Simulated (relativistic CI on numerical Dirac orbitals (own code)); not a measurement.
One change at a time: Lu⁵⁹⁺

Base calculation: Dirac-Coulomb-Breit CI, separate exchange-only KLI orbitals for each configuration, model QED, unscaled Slater integrals.

CI space (outside the closed core [Ne]): 3s², 3s3p, 3p², 3s3d, 3d², 3p3d, 3p4s, 3d4s, 3s4s, 3s4p, 3s4d, 3s4f, 3s5s, 3s5p, 3s5d, 4s². Levels of other configurations are missing.

Variants: (1) one mean potential for all configurations. Shifts of the energy above 3s² ¹S0, in eV, for the lowest level and the first level of each name with at least 55 % of one term (blank where a level changes its place among those of its configuration and J or its character, or is not in the variant):

```
    Level     Base   Δ(1)
  3s² ¹S0     0.00   0.00
3s3p ³P°0   130.40  +0.17
3s3p ³P°1   145.24  +0.17
  3p² ³P0   312.72  +0.37
3s3p ³P°2   433.68  +0.16
3s3p ¹P°1   469.74  +0.17
  3p² ¹D2   600.66  +0.30
  3p² ³P1   602.44  +0.34
 3s3d ³D1   637.43  +0.07
 3s3d ³D2   649.11  +0.10
 3s3d ³D3   706.13  +0.07
 3s3d ¹D2   723.15  +0.08
3p3d ³F°2   778.18  +0.32
  3p² ³P2   913.26  +0.32
  3p² ¹S0   931.34  +0.33
3p3d ³P°0  1103.68  +0.28
3p3d ³P°1  1104.27  +0.27
3p3d ³F°4  1151.33  +0.25
3p3d ³D°3  1181.51  +0.23
3p3d ¹P°1  1193.85  +0.24
  3d² ³F2  1287.67  +0.30
  3d² ³P0  1313.14  +0.35
```

At this charge energies of transitions that change n are usually good to better than 1 %, and those within a shell (Δn = 0) to a few per cent.

Ionisation energy from the two ground configurations alone: base 6325.74 eV. The NIST ASD value (theoretical) is 6326 eV.

LS names give the leading component of a level, which can be under half, so a name can repeat, a term be missing and a line seem to break the LS rules.
